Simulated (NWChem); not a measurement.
SiIF, singlet; SMILES F[Si]I

```xyz
3

Si    -0.6554     1.5596     0.0000
F      0.7974     2.2953     0.0000
I      0.0224    -0.8369     0.0000
```
Atoms are numbered in this order, from 1.

Level: PBE0/def2-SVP with def2 effective core potentials on I (NWChem), optimised geometry, unscaled harmonic frequencies. Low-valent species are run as closed-shell singlets; no triplet was tried in these runs. def2 effective core potentials on I; no spin-orbit coupling.

```tsv
frequency (cm⁻¹)	IR intensity (km/mol)
189	0.7
369	103.1
872	133.6
```

```
Item                                                                               Result
-----------------------------------------------------------------------  ----------------
zero-point energy                                                            2.0 kcal/mol
thermal correction to the enthalpy at 298.15 K (with zero-point energy)      5.0 kcal/mol
heat capacity Cv                                                          9.9 cal/(mol K)
entropy at 298.15 K and 1 atm (symmetry number 1)                        70.7 cal/(mol K)
```

Rigid rotor and harmonic oscillator.
